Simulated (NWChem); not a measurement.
System: C$_{2}$H$_{3}$BrF$_{2}$; SMILES CC(F)(F)Br

NWChem input:

```
start job
memory heap 200 mb stack 900 mb global 1100 mb
geometry units angstroms noautoz
  C     -1.398556    -1.357686     0.000000
  C      0.005291    -0.828522     0.000000
  F      0.677239    -1.245217    -1.077050
  F      0.677239    -1.245217     1.077050
  Br     0.034531     1.134522     0.000000
  H     -1.930745    -1.016174    -0.896003
  H     -1.930745    -1.016174     0.896003
  H     -1.346771    -2.456916     0.000000
end
basis spherical
  * library def2-svp
end
dft
  xc bhlyp
  iterations 150
  mulliken
end
task dft energy
```

Structure relaxed at the PBE0/def2-SVP level.

What results follow from this input? (BHandHLYP/def2-SVP.) Quantities: energy (Ha); highest occupied level (eV); orbital gap (eV); dipole (D).


```json
{
  "energy (Ha)": "-2851.20",
  "highest occupied level (eV)": "-9.63",
  "orbital gap (eV)": "10.60",
  "dipole (D)": "2.19"
}
```
